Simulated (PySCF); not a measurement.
PySCF input for TaF4, SMILES [F][Ta+]([F])([F])[F], charge +1, multiplicity 1, PBE0-D3(BJ)/def2-SVP. The structure is a stationary point at PBE0-D3(BJ)/def2-SVP. The multiplicity is an assumed one; other spin states were not compared. The isomer is the one that the SMILES or the coordinates give; other isomers of the formula were not compared. The def2 effective core potentials stand for the cores of Ta; spin–orbit coupling is left out.

```python
import numpy as np
from pyscf import gto, scf, dft
from pyscf.hessian import thermo

mol = gto.M(
    atom='''
    Ta   -0.00000000    0.00000000    0.00000000
    F    -1.04527727    1.04527727   -1.04527727
    F     1.04527727    1.04527728    1.04527727
    F     1.04527728   -1.04527728   -1.04527728
    F    -1.04527727   -1.04527727    1.04527728
    ''',
    basis='def2-SVP',
    ecp={'Ta': 'def2-svp'},
    charge=1,
    spin=0,
    max_memory=1600,
    verbose=3,
)
mf = dft.RKS(mol, xc='pbe0').density_fit(auxbasis='def2-universal-jkfit')
mf.disp = 'd3bj'
mf.grids.level = 3
mf.conv_tol = 1e-11
mf.max_cycle = 100
mf.kernel()

# analytic Hessian; the response equations are solved on a coarser grid
h, args, fine = mf.Hessian(), (mf.mo_energy, mf.mo_coeff, mf.mo_occ), mf.grids
h1ao = h.make_h1(mf.mo_coeff, mf.mo_occ)
mf.grids = dft.Grids(mol).set(level=1).build(with_non0tab=True)
mo1, mo_e1 = h.solve_mo1(*args, h1ao)
mf.grids = fine
hess = h.hess_elec(*args, mo1, mo_e1, h1ao) + h.hess_nuc()
if mf.do_disp():
    hess += h.get_dispersion()
for i in range(mol.natm):  # the analytic DFT Hessian lacks the response of the grid: restore translational invariance
    hess[i, i] -= hess[i].sum(axis=0)
hess = (hess + hess.transpose(1, 0, 3, 2)) / 2
vib = thermo.harmonic_analysis(mol, hess, imaginary_freq=False)
thermo.dump_normal_mode(mol, vib)
th = thermo.thermo(mf, vib['freq_au'][vib['freq_au'] > 0], 298.15, 101325)
thermo.dump_thermo(mol, th)
g0 = mf.nuc_grad_method().set(verbose=0).kernel()

# dipole derivatives [dipole axis, atom, xyz] from the same response
r, irp = mol.intor('int1e_r'), mol.intor('int1e_irp').reshape(3, 3, mol.nao, mol.nao)
sl, dm0, ok = mol.aoslice_by_atom(), np.array(mf.make_rdm1()), []
dmu = np.einsum('a,xt->xat', mol.atom_charges(), np.eye(3))
for a, (_, _, p0, p1) in enumerate(sl):
    dmu[:, a] += 2 * np.einsum('xtij,ij->xt', irp[:, :, :, p0:p1], dm0.reshape(-1, mol.nao, mol.nao).sum(0)[:, p0:p1])
    for u, c, occ, f in [(mo1, mf.mo_coeff, mf.mo_occ, 4)]:
        dmu[:, a] -= f * np.einsum('tui,xuv,vi->xt', u[a], r, c[:, occ > 0], optimize=True)
L = vib['norm_mode']
ir = 974.8801 * (np.einsum('xat,kat->kx', dmu, L) ** 2).sum(1)       # km/mol
apt = np.einsum('xax->a', dmu) / 3

# polarisability derivatives from nuclear gradients in small electric fields
h0, F = mf.get_hcore(), 0.005
def in_field(f, guess):
    m = mf.copy()
    m.verbose, m.conv_tol, m.conv_tol_grad = 0, 1e-11, 2e-7
    m.get_hcore = lambda *a: h0 + np.einsum('x,xij->ij', f, r)
    m.kernel(guess)
    ok.append(m.converged)
    dm = np.array(m.make_rdm1())
    g = m.nuc_grad_method().kernel() - np.outer(mol.atom_charges(), f)
    for a, (_, _, p0, p1) in enumerate(sl):
        g[a] -= 2 * np.einsum('x,xtij,ij->t', f, irp[:, :, :, p0:p1], dm[:, p0:p1])
    return g, -np.einsum('xij,ij->x', r, dm), dm
E = np.eye(3) * F
g0, _, dm0 = in_field(np.zeros(3), dm0)
gp = [in_field(e, dm0) for e in E]
gm = [in_field(-e, 2 * dm0 - p[2]) for e, p in zip(E, gp)]
alpha = np.array([(p[1] - q[1]) / (2 * F) for p, q in zip(gp, gm)])  # bohr^3
check = abs(np.array([-(p[0] - q[0]) / (2 * F) for p, q in zip(gp, gm)]) - dmu).max()
print('static polarisability / bohr^3:', alpha.round(3))
print('largest difference of analytic and finite-field dipole derivatives / e:', check)
da = np.zeros((3, 3, mol.natm, 3))
for x in range(3):
    da[x, x] = -(gp[x][0] + gm[x][0] - 2 * g0) / F**2
for x, y in ((0, 1), (0, 2), (1, 2)):
    up, down = in_field(E[x] + E[y], gp[x][2] + gp[y][2] - dm0), in_field(-E[x] - E[y], gm[x][2] + gm[y][2] - dm0)
    both = -(up[0] + down[0] - 2 * g0) / F**2
    da[x, y] = da[y, x] = (both - da[x, x] - da[y, y]) / 2
aq = np.einsum('xyat,kat->kxy', da, L) * 0.529177210903**2           # A^2/amu^1/2
a = np.einsum('kxx->k', aq) / 3
g2 = 1.5 * (aq**2).sum((1, 2)) - 4.5 * a**2
raman, depol = 45 * a**2 + 7 * g2, 3 * g2 / (45 * a**2 + 4 * g2 + 1e-12)
print('mode   freq/cm-1   IR/(km/mol)   Raman/(A^4/amu)   depolarisation')
for k, w in enumerate(vib['freq_wavenumber']):
    print(f'{k + 1:4d} {w:11.2f} {ir[k]:13.3f} {raman[k]:17.3f} {depol[k]:16.3f}')
print('max |gradient| / (hartree/bohr):', abs(g0).max())
print('APT charges:', apt.round(4))
```

Log of the run:

```
converged SCF energy = -455.642357437778

WARN: DFTD3 does not support analytical Hessian, using finite difference


WARN: Mole.unit (angstrom) is changed to Bohr

Mode                                 0                   1                   2
Irrep
Freq [cm^-1]                      170.6274            170.6276            170.6278
Reduced mass [au]                  22.1501             22.1501             22.1501
Force const [Dyne/A]                0.3799              0.3799              0.3799
Char temp [K]                     245.4948            245.4951            245.4954
Normal mode                   x     y     z       x     y     z       x     y     z
       0  Ta                 0.02 -0.01  0.02   -0.00 -0.03 -0.01    0.02  0.01 -0.02
       1   F                 0.00 -0.05  0.01    0.03  0.09  0.08   -0.10 -0.02  0.07
       2   F                -0.03  0.10 -0.02   -0.07  0.04 -0.03   -0.07 -0.01  0.10
       3   F                -0.07  0.02 -0.10    0.08  0.05 -0.02   -0.03 -0.09  0.02
       4   F                -0.10  0.02 -0.07   -0.03  0.08  0.08   -0.00  0.06 -0.01
Mode                                 3                   4                   5
Irrep
Freq [cm^-1]                      192.4289            192.4289            799.1470
Reduced mass [au]                  18.9984             18.9984             18.9984
Force const [Dyne/A]                0.4145              0.4145              7.1486
Char temp [K]                     276.8624            276.8624           1149.7946
Normal mode                   x     y     z       x     y     z       x     y     z
       0  Ta                -0.00  0.00  0.00   -0.00 -0.00 -0.00   -0.00 -0.00  0.00
       1   F                 0.05 -0.04 -0.09    0.08  0.08  0.00   -0.07  0.07 -0.07
       2   F                -0.05 -0.04  0.09   -0.08  0.08 -0.00    0.07  0.07  0.07
       3   F                -0.05  0.04 -0.09   -0.08 -0.08  0.00    0.07 -0.07 -0.07
       4   F                 0.05  0.04  0.09    0.08 -0.08 -0.00   -0.07 -0.07  0.07
Mode                                 6                   7                   8
Irrep
Freq [cm^-1]                      802.5967            802.5968            802.5968
Reduced mass [au]                  21.6487             21.6487             21.6487
Force const [Dyne/A]                8.2163              8.2163              8.2163
Char temp [K]                    1154.7580           1154.7580           1154.7581
Normal mode                   x     y     z       x     y     z       x     y     z
       0  Ta                 0.02 -0.01  0.02   -0.00  0.02  0.02    0.02  0.01 -0.02
       1   F                -0.10  0.10 -0.10    0.02 -0.02  0.01    0.02 -0.03  0.03
       2   F                -0.06 -0.06 -0.06   -0.08 -0.08 -0.08   -0.04 -0.04 -0.03
       3   F                -0.04  0.03  0.03    0.09 -0.09 -0.09   -0.05  0.04  0.05
       4   F                 0.00  0.01 -0.01   -0.01 -0.01  0.00   -0.11 -0.11  0.11
temperature 298.1500 [K]
pressure 101325.00 [Pa]
Rotational constants [GHz] 3.04332 3.04332 3.04332
Symmetry number 12
Zero-point energy (ZPE) 0.00935 [Eh]   24545.444 [J/mol]
                           tot       elec      trans        rot        vib
Entropy [J/mol/K]       321.945      0.000    177.949     91.621     52.375
Cv [J/mol/K]             74.851      0.000     12.472     12.472     49.908
Cp [J/mol/K]             83.165      0.000     20.786     12.472     49.908
Internal energy [J/mol]                      3718.434   3718.434  33161.437
Internal energy [Eh]   -455.62689  -455.64236
Enthalpy [J/mol]                             6197.391   3718.434  33161.437
Enthalpy [Eh]          -455.62595
Gibbs free energy [J/mol]                  -46858.205 -23598.421  17545.882
Gibbs free energy [Eh] -455.66251
static polarisability / bohr^3: [[26.701 -0.    -0.   ]
 [-0.    26.701  0.   ]
 [-0.     0.    26.701]]
largest difference of analytic and finite-field dipole derivatives / e: 0.0003232643084900566
mode   freq/cm-1   IR/(km/mol)   Raman/(A^4/amu)   depolarisation
   1      170.63        16.125             0.508            0.750
   2      170.63        16.125             0.508            0.750
   3      170.63        16.125             0.508            0.750
   4      192.43         0.000             2.001            0.750
   5      192.43         0.000             2.001            0.750
   6      799.15         0.000            12.649            0.000
   7      802.60       123.347             1.320            0.750
   8      802.60       123.347             1.320            0.750
   9      802.60       123.347             1.320            0.750
max |gradient| / (hartree/bohr): 0.0002497919837599668
APT charges: [ 3.1636 -0.5409 -0.5409 -0.5409 -0.5409]
```

The run converged.

Cost: very roughly 80 core-seconds.
